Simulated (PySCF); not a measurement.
PySCF input for Hg(Cl)2 anion (Cl2Hg), SMILES [Cl][Hg][Cl] (connectivity only; charge and spin as stated), charge -1, multiplicity 2, IEF-PCM-PBE0/def2-SVPD. Geometry optimised at PBE-D3(BJ)/def2-SVPD. The spin state was assumed, not searched. The isomer is the one that the SMILES or the coordinates give; other isomers of the formula were not compared. The def2 effective core potentials stand for the cores of Hg; spin–orbit coupling is left out.

```python
import numpy as np
from pyscf import gto, scf, dft
from pyscf.solvent import pcm

mol = gto.M(
    atom='''
    Hg    0.00000000    0.00000000    0.07415475
    Cl    0.00000000   -2.68607082   -0.17448178
    Cl    0.00000000    2.68607081   -0.17448178
    ''',
    basis='def2-SVPD',
    ecp={'Hg': 'def2-svp'},
    charge=-1,
    spin=1,
    max_memory=1600,
    verbose=3,
)
mf = dft.UKS(mol, xc='pbe0').density_fit(auxbasis='def2-universal-jkfit')
mf.grids.level = 3
mf.conv_tol = 1e-9
mf.max_cycle = 100
mf.kernel()
fine, coarse = mf.grids, dft.Grids(mol).set(level=1).build(with_non0tab=True)
for _ in range(3):  # follow internal instabilities
    mf.grids = coarse
    mo, _, stable, _ = mf.stability(return_status=True, nroots=4)
    mf.grids = fine
    if stable:
        break
    mf.kernel(mf.make_rdm1(mo, mf.mo_occ))
res = {}
for name, eps in {'water': 78.355, 'ethanol': 24.852, 'ethylethanoate': 5.9867}.items():
    s = mf.PCM()
    s.with_solvent.method, s.with_solvent.eps, s.with_solvent.lebedev_order = 'IEF-PCM', eps, 29
    s.kernel(mf.make_rdm1())
    res[name] = (s.e_tot, eps, s.dip_moment(), s.mo_energy, s.converged)
    print(f'{name}: electrostatic solvation free energy {(s.e_tot - mf.e_tot) * 627.509474:.3f} kcal/mol')
```

Log of the run:

```

WARN: HOMO -0.638083528027465 >= LUMO -0.638083528027464

converged SCF energy = -1073.4393144596  <S^2> = 0.7532666  2S+1 = 2.0032639
<class 'pyscf.df.df_jk.DFUKS'> wavefunction is stable in the internal stability analysis

WARN: PCM is an experimental feature. It is still in testing.
Features and APIs may be changed in the future.

converged SCF energy = -1073.52509311867  <S^2> = 0.7523334  2S+1 = 2.002332

WARN: System has nonzero charge -1; the dipole moment is origin-dependent.
Location of origin: [0. 0. 0.]

Dipole moment(X, Y, Z, Debye): -0.00000,  0.00000,  1.17207
water: electrostatic solvation free energy -53.827 kcal/mol

WARN: PCM is an experimental feature. It is still in testing.
Features and APIs may be changed in the future.

converged SCF energy = -1073.52248697359  <S^2> = 0.75237407  2S+1 = 2.0023727

WARN: System has nonzero charge -1; the dipole moment is origin-dependent.
Location of origin: [0. 0. 0.]

Dipole moment(X, Y, Z, Debye): -0.00000,  0.00000,  1.15442
ethanol: electrostatic solvation free energy -52.192 kcal/mol

WARN: PCM is an experimental feature. It is still in testing.
Features and APIs may be changed in the future.

converged SCF energy = -1073.51071474077  <S^2> = 0.75254521  2S+1 = 2.0025436

WARN: System has nonzero charge -1; the dipole moment is origin-dependent.
Location of origin: [0. 0. 0.]

Dipole moment(X, Y, Z, Debye): -0.00000,  0.00000,  1.08677
ethylethanoate: electrostatic solvation free energy -44.804 kcal/mol
```

Self-consistency was reached.
